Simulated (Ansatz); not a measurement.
Consider the cleavage of the B–Ge bond: `[SiH3][BH][GeH2][Cl]` + `OCS` → `[SiH3]BOCS` + `[Cl][GeH3]`.

Gas-phase electronic energies from Ansatz, PBE0-D4/def2-TZVP geometries. CCSD(T)/CBS is the MP2 limit (def2-TZVPP, def2-QZVPP) plus CCSD(T) − MP2 in def2-TZVPP, frozen cores. DFT in def2-TZVPP. B3LYP here is the variant with VWN-RPA as its local correlation; programs differ in this. For Ge outer-core shells are correlated without core-valence functions, which leaves a few kJ/mol of doubt a bond. Scalar relativity is left out up to krypton. One conformer a species, not always the lowest.

```
          level  ΔE (eV)
       B3LYP-D4    -1.62
        ωB97M-V    -1.62
CCSD/def2-TZVPP    -1.57
   HF/CBS(def2)    -1.65
```

(1) What does CCSD(T)/CBS give? (Estimate.)

Largest T1 diagnostic among the species: 0.014.

## Answers

(1) Ansatz gave: -1.53 eV. The listed levels differ from it by -0.09, -0.09, -0.04, -0.12 eV.
